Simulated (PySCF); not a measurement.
**`N[SiH2]O[SiH2]C[SiH3]`, CH11NOSi3**

Cartesian coordinates in Å; atom numbers follow the order of the lines, from 1:
```xyz
17

N     3.301    0.091    0.574
Si    1.621    0.419    0.467
O     0.702   -0.869   -0.042
Si   -0.669   -1.757   -0.279
C    -2.144   -0.942    0.541
Si   -2.435    0.853    0.058
H     3.666   -0.494    1.317
H     3.858   -0.002   -0.268
H     1.155    0.801    1.831
H     1.446    1.520   -0.521
H    -0.927   -1.879   -1.747
H    -0.457   -3.125    0.285
H    -3.044   -1.528    0.283
H    -2.027   -0.998    1.637
H    -1.318    1.716    0.552
H    -3.712    1.367    0.642
H    -2.506    0.986   -1.430
```

Method: PySCF, GIAO B97-D/pcSseg-0 magnetisability, rotational g tensor and spin-rotation constants, non-relativistic, gas phase. Geometry: PBE0-D3(BJ)/def2-SVP.

Q: Give the nuclear spin-rotation constants along the inertial axes (H = +C I·J) beside the isotropic shieldings.

A: Rotational constants 2.9312, 0.9059, 0.7316 GHz. A star marks the isotopologue with that one atom substituted, in its own axes.
| atom | isotope | Caa (kHz) | Cbb (kHz) | Ccc (kHz) | mean (kHz) | σ (ppm) |
| --- | --- | --- | --- | --- | --- | --- |
| N1 | 14N | 0.126 | 0.028 | 0.033 | 0.062 | 235.8 |
| H7 | 1H | -0.285 | -0.105 | -0.036 | -0.142 | 32.5 |
| H8 | 1H | -0.256 | -0.121 | -0.029 | -0.136 | 32.4 |
| H9 | 1H | -0.250 | -0.062 | 0.008 | -0.101 | 27.6 |
| H10 | 1H | -0.258 | -0.038 | -0.008 | -0.101 | 27.6 |
| H11 | 1H | -0.255 | -0.071 | 0.019 | -0.102 | 27.4 |
| H12 | 1H | -0.265 | 0.004 | -0.036 | -0.099 | 27.1 |
| H13 | 1H | -0.119 | -0.085 | -0.100 | -0.101 | 33.8 |
| H14 | 1H | -0.363 | -0.112 | -0.006 | -0.160 | 33.0 |
| H15 | 1H | -0.044 | -0.052 | -0.076 | -0.057 | 29.1 |
| H16 | 1H | -0.032 | -0.072 | -0.059 | -0.054 | 28.9 |
| H17 | 1H | -0.286 | -0.093 | 0.019 | -0.120 | 29.0 |
| Si2 | 29Si* | -1.576 | -0.487 | -0.457 | -0.840 | 402.9 |
| O3 | 17O* | -0.290 | -0.081 | -0.043 | -0.138 | 296.2 |
| Si4 | 29Si* | -1.520 | -0.555 | -0.469 | -0.848 | 382.9 |
| C5 | 13C* | 0.235 | 0.096 | 0.072 | 0.134 | 199.0 |
| Si6 | 29Si* | -1.639 | -0.426 | -0.389 | -0.818 | 440.1 |

For the geometry as given, no vibrational averaging.
